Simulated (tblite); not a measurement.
Parent: `[CH3:1][CH2:2][C@H:3]1[CH2:4][O:5][SiH2:6][O:7]1` with C1–C2–C3–C4 177°, C2–C3–C4–O5 134°, C3–C4–O5–Si6 -12°, C4–O5–Si6–O7 7°, O5–Si6–O7–C3 2°, C4H10O2Si.

Structures optimised with GFN2-xTB, isolated species. One conformer each, not checked by frequencies here.

| coordinate of the parent | value |
| --- | --- |
| C1–C2 | 1.523 Å |
| C2–C3 | 1.527 Å |
| C3–C4 | 1.550 Å |
| C4–O5 | 1.396 Å |
| O5–Si6 | 1.640 Å |
| Si6–O7 | 1.634 Å |
| C3–O7 | 1.405 Å |
| C1–C2–C3 | 111.6° |
| C2–C3–C4 | 112.2° |
| C2–C3–O7 | 110.3° |
| C4–C3–O7 | 107.5° |
| C3–C4–O5 | 108.9° |
| C4–O5–Si6 | 112.3° |
| O5–Si6–O7 | 96.6° |
| C3–O7–Si6 | 113.2° |

Q: How does the shared frame change in `[CH3:1][CH2:2][C@:3]1([CH:4]([Cl:5])[Cl:6])[CH2:7][O:8][SiH2:9][O:10]1` with C1–C2–C3–C4 -61°, C2–C3–C4–Cl5 -61°, C2–C3–C7–O8 -102°, C3–C7–O8–Si9 -15°, C7–O8–Si9–O10 8°, O8–Si9–O10–C3 3°, C5H10Cl2O2Si? Atoms pair as C1 = C1, C2 = C2, C3 = C3, C4 = C7, O5 = O8, Si6 = Si9, O7 = O10 (parent first).

A: 
```tsv
parent	relative	value in the relative	change
C1–C2	C1–C2	1.524 Å	+0.001
C2–C3	C2–C3	1.538 Å	+0.011
C3–C4	C3–C7	1.554 Å	+0.004
C4–O5	C7–O8	1.394 Å	-0.002
O5–Si6	O8–Si9	1.637 Å	-0.003
Si6–O7	Si9–O10	1.643 Å	+0.009
C3–O7	C3–O10	1.399 Å	-0.006
C1–C2–C3	C1–C2–C3	113.6°	+2.0
C2–C3–C4	C2–C3–C7	110.0°	-2.2
C2–C3–O7	C2–C3–O10	109.3°	-1.0
C4–C3–O7	C7–C3–O10	107.4°	-0.1
C3–C4–O5	C3–C7–O8	108.4°	-0.5
C4–O5–Si6	C7–O8–Si9	112.5°	+0.2
O5–Si6–O7	O8–Si9–O10	96.3°	-0.3
C3–O7–Si6	C3–O10–Si9	112.9°	-0.3
```

Of the parent's bonds, C2–C3 changes most (+0.011 Å). Bonds of the relative outside the shared frame: C3–C4 1.533, C4–Cl5 1.768, C4–Cl6 1.772 Å. Point group C1 → C1.

Q: How does the shared frame change in `[CH3:1][CH2:2][C@:3]1([S:4][SiH3:5])[CH2:6][O:7][SiH2:8][O:9]1` with C1–C2–C3–S4 61°, C2–C3–S4–Si5 91°, C4H12O2SSi2? Atoms pair as C1 = C1, C2 = C2, C3 = C3, C4 = C6, O5 = O7, Si6 = Si8, O7 = O9 (parent first).

A: 
```
   parent   relative  value in the relative  change
    C1–C2      C1–C2                1.522 Å  -0.001
    C2–C3      C2–C3                1.528 Å  +0.001
    C3–C4      C3–C6                1.546 Å  -0.004
    C4–O5      C6–O7                1.397 Å  +0.001
   O5–Si6     O7–Si8                1.630 Å  -0.010
   Si6–O7     Si8–O9                1.647 Å  +0.013
    C3–O7      C3–O9                1.394 Å  -0.011
 C1–C2–C3   C1–C2–C3                 113.5°    +1.9
 C2–C3–C4   C2–C3–C6                 112.8°    +0.6
 C2–C3–O7   C2–C3–O9                 109.5°    -0.8
 C4–C3–O7   C6–C3–O9                 107.7°    +0.2
 C3–C4–O5   C3–C6–O7                 108.9°     0.0
C4–O5–Si6  C6–O7–Si8                 112.8°    +0.5
O5–Si6–O7  O7–Si8–O9                  96.2°    -0.4
C3–O7–Si6  C3–O9–Si8                 113.0°    -0.2
```

Of the parent's bonds, Si6–O7 changes most (+0.013 Å). Bonds of the relative outside the shared frame: C3–S4 1.839, S4–Si5 2.147 Å. Point group C1 → C1.

The numbers are calculated, not measured.
